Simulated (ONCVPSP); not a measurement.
**Transferability test, ONCV potential for germanium (Ge)**

```
Element                 : germanium (Ge)
Generator               : ONCVPSP 4.0.1
Type                    : optimised norm-conserving Vanderbilt (ONCV)
Functional              : PBE
Relativity              : scalar-relativistic
Frozen core             : [Ar] 3d10
Valence charge          : 4
Reference configuration : 4s1 4p3
Partial waves           : 4s: rc 1.50 bohr, ncon 4, nbas 7, qcut 3.8 1/bohr, 2 projectors, debl 1.1 Ha; 4p: rc 2.15 bohr, ncon 3, nbas 8, qcut 3.3 1/bohr, 3 projectors, debl 2 Ha; d scattering state at 0.12 Ha: rc 1.70 bohr, ncon 3, nbas 7, qcut 5.3 1/bohr, 1 projector
Local potential         : polynomial inside 1.20 bohr (lpopt 5, dvloc0 4 Ha)
Core correction         : Teter function fitted to the true core (icmod 2), fcfact 0.6
```

Energies are relative to the spin-unpolarised reference configuration 4s1 4p3; without spin polarisation the order of configurations can differ from experiment.

| valence configuration | charge | ΔE all-electron (eV) | error AE − PS (meV) |
| --- | --- | --- | --- |
| 4s2 4p2 | 0 | -7.972 | -0.2 |
| 4s2 4p1 | +1 | -0.528 | +13 |

(1) What are ΔE and the potential's error for 4s0 4p4?

(2) What are ΔE and the potential's error for 4s2 4p0?

Levels in the configuration 4s2 4p1:

| level | all-electron (eV) | pseudo (eV) |
| --- | --- | --- |
| 4s | -19.859 | -19.854 |
| 4p | -11.242 | -11.226 |

Note: no bound ghost flagged; GHOST(+) flagged for s at 85.8 eV.

Answers

(1) ΔE = 8.223 eV all-electron; the error (AE − PS) is -1.7 meV.

(2) ΔE = 14.911 eV all-electron; the error (AE − PS) is +17 meV.
